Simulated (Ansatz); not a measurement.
Ansatz results at the PBE0-D4/def2-TZVP geometry: size of the dipole moment (B3LYP/def2-TZVPP) 2.55 D; HOMO–LUMO gap (PBE0/def2-TZVPP) 6.52 eV; HOMO energy (ωB97M-V/def2-TZVPP) -9.15 eV.

Each molecule was computed in one conformer, which needn't be the lowest.

Q: Which molecule gave them?
A. `O[SiH2][GeH2][SH]`
B. `O[SiH]1[SiH2][Al]1[SiH3]`
C. `N[SiH2][Se][SiH3]`
D. `[OH][GeH2][SiH2]S`

A: A. The others give `[OH][GeH2][SiH2]S`: 2.01, 6.57, -9.43; `N[SiH2][Se][SiH3]`: 1.71, 6.81, -9.05; `O[SiH]1[SiH2][Al]1[SiH3]`: 0.93, 4.52, -7.99.

B3LYP here is the variant with VWN-RPA as its local correlation; programs differ in this.
